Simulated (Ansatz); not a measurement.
# Nudged elastic band run: FH₇OW

The input (input.yaml):

```yaml
crystal:
  periodic: [false, false, false]
  atoms:
    - { symbol: W, position_ang: [-0.117147, -0.080356, -0.257874] }
    - { symbol: H, position_ang: [-0.601385, 1.040732, 0.911924] }
    - { symbol: H, position_ang: [0.585662, 0.37814, -1.714016] }
    - { symbol: H, position_ang: [0.889652, 1.272788, -0.164181] }
    - { symbol: H, position_ang: [-1.777153, -0.014232, 0.005773] }
    - { symbol: O, position_ang: [0.611578, -1.641269, 0.377688] }
    - { symbol: H, position_ang: [1.133976, -1.835904, 1.145822] }
    - { symbol: H, position_ang: [-1.053802, -0.376939, -1.613778] }
    - { symbol: F, position_ang: [1.579879, 0.076828, 2.576777] }
    - { symbol: H, position_ang: [1.288338, 0.931211, 2.511066] }
basis:
  gaussian: { orbitals: def2-SVP }
hamiltonian:
  xc: hf
neb:
  order_check: false
  images: 5
  f_tol: 0.05
  max_iterations: 60
  final_atoms:
    - { symbol: W, position_ang: [0.44340084, 0.12246466, -0.24961876] }
    - { symbol: H, position_ang: [1.39988963, 0.18619052, 2.50067653] }
    - { symbol: H, position_ang: [2.07116211, 0.12883819, -0.70933356] }
    - { symbol: H, position_ang: [-1.86124085, 0.24352104, 0.03655204] }
    - { symbol: H, position_ang: [-1.65188746, 0.32531152, 0.76034787] }
    - { symbol: O, position_ang: [0.34244183, -1.6419007, 0.24449551] }
    - { symbol: H, position_ang: [0.29345869, -2.49902504, 0.62765417] }
    - { symbol: H, position_ang: [-0.12110202, -0.00028086, -1.83012351] }
    - { symbol: F, position_ang: [0.32231388, 1.96309249, -0.01395676] }
    - { symbol: H, position_ang: [1.30116136, 0.9227872, 2.41250748] }
  initial_path:
    images:
      - { positions_ang: [[-0.117147, -0.080356, -0.257874], [-0.601385, 1.040732, 0.911924], [0.585662, 0.37814, -1.714016], [0.889652, 1.272788, -0.164181], [-1.777153, -0.014232, 0.005773], [0.611578, -1.641269, 0.377688], [1.133976, -1.835904, 1.145822], [-1.053802, -0.376939, -1.613778], [1.579879, 0.076828, 2.576777], [1.288338, 0.931211, 2.511066]] }
      - { positions_ang: [[-0.09164103, -0.05745749, -0.16188386], [-0.33712493, 0.71552777, 1.30315538], [0.94661096, 0.24284354, -1.19675321], [0.58250589, 1.41755221, -0.12115459], [-1.76802435, -0.00801185, 0.07798881], [0.39085103, -1.74425952, 0.28633663], [0.89752714, -1.97670542, 1.07719524], [-0.78034207, -0.27644538, -1.63514311], [1.53555289, 0.54158213, 1.88100999], [1.16368245, 0.896373, 2.26844972]] }
      - { positions_ang: [[-0.06613505, -0.03455898, -0.06589373], [-0.07286486, 0.39032354, 1.69438676], [1.30755993, 0.10754708, -0.67949041], [0.27535979, 1.56231643, -0.07812819], [-1.7588957, -0.0017917, 0.15020462], [0.17012407, -1.84725004, 0.19498527], [0.66107829, -2.11750683, 1.00856849], [-0.50688214, -0.17595177, -1.65650823], [1.49122678, 1.00633626, 1.18524298], [1.0390269, 0.86153501, 2.02583344]] }
      - { positions_ang: [[-0.04062908, -0.01166046, 0.03009641], [0.19139521, 0.06511931, 2.08561814], [1.66850889, -0.02774938, -0.16222762], [-0.03178632, 1.70708064, -0.03510178], [-1.74976705, 0.00442845, 0.22242043], [-0.0506029, -1.95024055, 0.1036339], [0.42462943, -2.25830825, 0.93994173], [-0.23342221, -0.07545815, -1.67787334], [1.44690067, 1.47109038, 0.48947598], [0.91437135, 0.82669701, 1.78321716]] }
      - { positions_ang: [[0.12071423, 0.03304791, -0.06314198], [0.59422668, 0.10547638, 2.22397094], [1.80272663, 0.02444647, -0.34459627], [-0.64160449, 1.21922744, -0.01121718], [-1.71714052, 0.11138947, 0.40172958], [0.08041201, -1.8474606, 0.15058777], [0.38090585, -2.33854718, 0.83584588], [-0.19598214, -0.05039906, -1.7286234], [1.07203841, 1.63509109, 0.32166506], [1.04330135, 0.85872707, 1.9929806]] }
      - { positions_ang: [[0.28205754, 0.07775629, -0.15638037], [0.99705815, 0.14583345, 2.36232373], [1.93694437, 0.07664233, -0.52696491], [-1.25142267, 0.73137424, 0.01266743], [-1.68451399, 0.21835049, 0.58103872], [0.21142692, -1.74468065, 0.19754164], [0.33718227, -2.41878611, 0.73175002], [-0.15854208, -0.02533996, -1.77937345], [0.69717614, 1.79909179, 0.15385415], [1.17223136, 0.89075713, 2.20274404]] }
      - { positions_ang: [[0.44340084, 0.12246466, -0.24961876], [1.39988963, 0.18619052, 2.50067653], [2.07116211, 0.12883819, -0.70933356], [-1.86124085, 0.24352104, 0.03655204], [-1.65188746, 0.32531152, 0.76034787], [0.34244183, -1.6419007, 0.24449551], [0.29345869, -2.49902504, 0.62765417], [-0.12110202, -0.00028086, -1.83012351], [0.32231388, 1.96309249, -0.01395676], [1.30116136, 0.9227872, 2.41250748]] }
```

Launched with:

```bash
$ ansatz run input.yaml --threads 1 --pin off --max-ram 2048MiB --backend cpu --events-out ev --progress --plain --runs-dir out
```

Output, in part (warnings, iteration lines, the closing report on the highest movable image, with atoms numbered from 0):

```
NEB end point (image 0): max|allowed force component| = 2.175e-2 eV/Å (the criterion of neb.relax_end_points is 1.000e-2)
NEB end point (image 6): max|allowed force component| = 2.921e-2 eV/Å (the criterion of neb.relax_end_points is 1.000e-2)
NEB iter   1: max|band force component| = 3.182e1 eV/Å  barrier→ = 8.6766 eV  barrier← = 9.6438 eV  Δτ_max = 0.2000 Å  (501 SCF iters)
NEB iter   2: max|band force component| = 1.033e1 eV/Å  barrier→ = 6.0866 eV  barrier← = 7.0538 eV  Δτ_max = 0.2000 Å  (280 SCF iters)
NEB iter   3: max|band force component| = 6.123e0 eV/Å  barrier→ = 4.5575 eV  barrier← = 5.5246 eV  Δτ_max = 0.2000 Å  (249 SCF iters)
NEB iter   4: max|band force component| = 2.823e0 eV/Å  barrier→ = 3.1122 eV  barrier← = 4.0794 eV  Δτ_max = 0.1997 Å  (248 SCF iters)
NEB iter   5: max|band force component| = 2.123e0 eV/Å  barrier→ = 2.0686 eV  barrier← = 3.0358 eV  Δτ_max = 0.2000 Å  (239 SCF iters)
NEB iter   6: max|band force component| = 1.650e0 eV/Å  barrier→ = 1.1760 eV  barrier← = 2.1432 eV  Δτ_max = 0.2000 Å  (244 SCF iters)
NEB iter   7: max|band force component| = 1.490e0 eV/Å  barrier→ = 1.0666 eV  barrier← = 2.0338 eV  Δτ_max = 0.2000 Å  (244 SCF iters)
NEB iter   8: max|band force component| = 7.681e-1 eV/Å  barrier→ = 0.9889 eV  barrier← = 1.9561 eV  Δτ_max = 0.1985 Å  (246 SCF iters)
NEB iter   9: max|band force component| = 1.885e0 eV/Å  barrier→ = 1.1211 eV  barrier← = 2.0883 eV  Δτ_max = 0.1001 Å  (239 SCF iters)
NEB iter  10: max|band force component| = 6.118e-1 eV/Å  barrier→ = 0.9893 eV  barrier← = 1.9565 eV  Δτ_max = 0.2000 Å  (241 SCF iters)
NEB iter  11: max|band force component| = 8.344e-1 eV/Å  barrier→ = 1.0420 eV  barrier← = 2.0092 eV  Δτ_max = 0.1015 Å  (251 SCF iters)
NEB iter  12: max|band force component| = 5.072e-1 eV/Å  barrier→ = 1.0386 eV  barrier← = 2.0058 eV  CI = image 2  Δτ_max = 0.1000 Å  (247 SCF iters)
NEB iter  13: max|band force component| = 5.055e-1 eV/Å  barrier→ = 1.0049 eV  barrier← = 1.9721 eV  CI = image 2  Δτ_max = 0.0999 Å  (247 SCF iters)
NEB iter  14: max|band force component| = 6.772e-1 eV/Å  barrier→ = 1.0033 eV  barrier← = 1.9705 eV  CI = image 2  Δτ_max = 0.0499 Å  (251 SCF iters)
NEB iter  15: max|band force component| = 7.621e-1 eV/Å  barrier→ = 0.9952 eV  barrier← = 1.9624 eV  CI = image 2  Δτ_max = 0.0499 Å  (260 SCF iters)
NEB iter  16: max|band force component| = 8.916e-1 eV/Å  barrier→ = 1.0068 eV  barrier← = 1.9740 eV  CI = image 2  Δτ_max = 0.0999 Å  (239 SCF iters)
NEB iter  17: max|band force component| = 1.018e0 eV/Å  barrier→ = 1.0410 eV  barrier← = 2.0082 eV  CI = image 2  Δτ_max = 0.2000 Å  (255 SCF iters)
NEB iter  18: max|band force component| = 1.220e0 eV/Å  barrier→ = 1.1645 eV  barrier← = 2.1317 eV  CI = image 2  Δτ_max = 0.2000 Å  (232 SCF iters)
NEB iter  19: max|band force component| = 1.006e0 eV/Å  barrier→ = 1.4009 eV  barrier← = 2.3681 eV  CI = image 2  Δτ_max = 0.2000 Å  (236 SCF iters)
NEB iter  20: max|band force component| = 1.544e0 eV/Å  barrier→ = 1.4828 eV  barrier← = 2.4500 eV  CI = image 2  Δτ_max = 0.0985 Å  (252 SCF iters)
NEB iter  21: max|band force component| = 9.273e-1 eV/Å  barrier→ = 1.3767 eV  barrier← = 2.3439 eV  CI = image 2  Δτ_max = 0.1980 Å  (233 SCF iters)
NEB iter  22: max|band force component| = 1.653e0 eV/Å  barrier→ = 1.3325 eV  barrier← = 2.2997 eV  CI = image 2  Δτ_max = 0.1022 Å  (253 SCF iters)
NEB iter  23: max|band force component| = 3.993e-1 eV/Å  barrier→ = 1.3168 eV  barrier← = 2.2840 eV  CI = image 2  Δτ_max = 0.1891 Å  (249 SCF iters)
NEB iter  24: max|band force component| = 2.436e-1 eV/Å  barrier→ = 1.2819 eV  barrier← = 2.2491 eV  CI = image 2  Δτ_max = 0.2000 Å  (235 SCF iters)
NEB iter  25: max|band force component| = 7.163e-1 eV/Å  barrier→ = 1.2386 eV  barrier← = 2.2058 eV  CI = image 2  Δτ_max = 0.0966 Å  (230 SCF iters)
NEB iter  26: max|band force component| = 4.844e-1 eV/Å  barrier→ = 1.2707 eV  barrier← = 2.2379 eV  CI = image 2  Δτ_max = 0.1008 Å  (237 SCF iters)
NEB iter  27: max|band force component| = 5.203e-1 eV/Å  barrier→ = 1.2534 eV  barrier← = 2.2206 eV  CI = image 2  Δτ_max = 0.1079 Å  (231 SCF iters)
NEB iter  28: max|band force component| = 4.935e-1 eV/Å  barrier→ = 1.2414 eV  barrier← = 2.2086 eV  CI = image 2  Δτ_max = 0.1974 Å  (235 SCF iters)
NEB iter  29: max|band force component| = 1.098e0 eV/Å  barrier→ = 1.2664 eV  barrier← = 2.2336 eV  CI = image 2  Δτ_max = 0.1007 Å  (243 SCF iters)
NEB iter  30: max|band force component| = 6.668e-1 eV/Å  barrier→ = 1.2239 eV  barrier← = 2.1911 eV  CI = image 2  Δτ_max = 0.2000 Å  (225 SCF iters)
NEB iter  31: max|band force component| = 8.476e-1 eV/Å  barrier→ = 1.3784 eV  barrier← = 2.3456 eV  CI = image 2  Δτ_max = 0.1026 Å  (235 SCF iters)
NEB iter  32: max|band force component| = 1.257e0 eV/Å  barrier→ = 1.2518 eV  barrier← = 2.2190 eV  CI = image 2  Δτ_max = 0.1025 Å  (234 SCF iters)
NEB iter  33: max|band force component| = 5.309e-1 eV/Å  barrier→ = 1.2711 eV  barrier← = 2.2383 eV  CI = image 2  Δτ_max = 0.0788 Å  (227 SCF iters)
NEB iter  34: max|band force component| = 2.667e-1 eV/Å  barrier→ = 1.2634 eV  barrier← = 2.2306 eV  CI = image 2  Δτ_max = 0.0418 Å  (235 SCF iters)
NEB iter  35: max|band force component| = 1.839e-1 eV/Å  barrier→ = 1.2636 eV  barrier← = 2.2308 eV  CI = image 2  Δτ_max = 0.1780 Å  (229 SCF iters)
NEB iter  36: max|band force component| = 1.603e-1 eV/Å  barrier→ = 1.2613 eV  barrier← = 2.2285 eV  CI = image 2  Δτ_max = 0.0803 Å  (220 SCF iters)
NEB iter  37: max|band force component| = 8.395e-2 eV/Å  barrier→ = 1.2600 eV  barrier← = 2.2272 eV  CI = image 2  Δτ_max = 0.0309 Å  (225 SCF iters)
NEB iter  38: max|band force component| = 1.455e-1 eV/Å  barrier→ = 1.2574 eV  barrier← = 2.2246 eV  CI = image 2  Δτ_max = 0.0156 Å  (224 SCF iters)
NEB iter  39: max|band force component| = 1.163e-1 eV/Å  barrier→ = 1.2575 eV  barrier← = 2.2247 eV  CI = image 2  Δτ_max = 0.0310 Å  (216 SCF iters)
NEB iter  40: max|band force component| = 7.782e-2 eV/Å  barrier→ = 1.2582 eV  barrier← = 2.2254 eV  CI = image 2  Δτ_max = 0.0162 Å  (246 SCF iters)
NEB iter  41: max|band force component| = 6.118e-2 eV/Å  barrier→ = 1.2575 eV  barrier← = 2.2247 eV  CI = image 2  Δτ_max = 0.0615 Å  (233 SCF iters)
NEB iter  42: max|band force component| = 2.727e-1 eV/Å  barrier→ = 1.2575 eV  barrier← = 2.2247 eV  CI = image 2  Δτ_max = 0.0310 Å  (219 SCF iters)
NEB iter  43: max|band force component| = 1.105e-1 eV/Å  barrier→ = 1.2574 eV  barrier← = 2.2246 eV  CI = image 2  Δτ_max = 0.0296 Å  (221 SCF iters)
NEB iter  44: max|band force component| = 5.801e-2 eV/Å  barrier→ = 1.2572 eV  barrier← = 2.2244 eV  CI = image 2  Δτ_max = 0.0293 Å  (247 SCF iters)
NEB iter  45: max|band force component| = 1.221e-1 eV/Å  barrier→ = 1.2567 eV  barrier← = 2.2239 eV  CI = image 2  Δτ_max = 0.0440 Å  (214 SCF iters)
NEB iter  46: max|band force component| = 9.952e-2 eV/Å  barrier→ = 1.2565 eV  barrier← = 2.2236 eV  CI = image 2  Δτ_max = 0.0200 Å  (234 SCF iters)
NEB iter  47: max|band force component| = 2.647e-2 eV/Å  barrier→ = 1.2572 eV  barrier← = 2.2244 eV  CI = image 2  Δτ_max = 0.0000 Å  (535 SCF iters)
Total energy: -6652.63813440 eV, -244.4799421189 hartree
Atom 0 at     0.352339    -0.096661     0.371604 Å, force     0.009351    -0.000879     0.023156 eV/Å
Atom 1 at    -0.232860     1.061074     1.724370 Å, force     0.006268    -0.009582    -0.000538 eV/Å
Atom 2 at     1.249188     0.319764    -0.974767 Å, force     0.001147    -0.000350    -0.000201 eV/Å
Atom 3 at    -0.208068     1.293360    -0.398864 Å, force    -0.006869     0.003822    -0.006505 eV/Å
Atom 4 at    -1.306764    -0.079371     0.289539 Å, force     0.001427     0.001817    -0.000994 eV/Å
Atom 5 at     0.402323    -1.966855     0.501749 Å, force    -0.015533     0.011919    -0.022874 eV/Å
Atom 6 at     0.072337    -2.769404     0.128903 Å, force     0.009823    -0.009522     0.016701 eV/Å
Atom 7 at    -0.407334    -0.346088    -1.061052 Å, force    -0.001589     0.004557    -0.002963 eV/Å
Atom 8 at     1.843816     1.069759     1.417525 Å, force     0.006355    -0.004215     0.002423 eV/Å
Atom 9 at     0.774620     1.265421     1.780193 Å, force    -0.010380     0.002432    -0.008204 eV/Å
Dipole moment:    -0.111370    -0.507908     0.185199 e Å
```

The run converged. Neighbouring images differ by up to 1.4 eV, so the band resolves the path poorly. A vibrational analysis at the climbing image gives one clearly imaginary mode, 1548i cm⁻¹: a first-order saddle point. The orbitals stay closed-shell, which can raise the energy where a bond breaks towards radicals; this wasn't checked here.

Final band (atoms are numbered from 1 in the order of the input):

```
image  path coordinate (Å)  energy (kJ/mol)  W1–H2 (Å)  W1–H4 (Å)  W1–H5 (Å)
    0                 0.00              0.0       1.69       1.69       1.68
    1                 1.91             31.5       1.70       1.67       1.67
    2                 3.83            121.3       1.87       1.69       1.66
    3                 6.20            -11.2       3.24       1.66       1.65
    4                 8.58            -18.2       4.22       1.66       1.65
    5                10.95            -87.0       4.33       2.23       2.21
    6                13.33            -93.3       2.91       2.33       2.33
```

Run time: 7.5 min on 1 thread of Arm Neoverse V1 (shared host), peak memory 0.2 GiB.
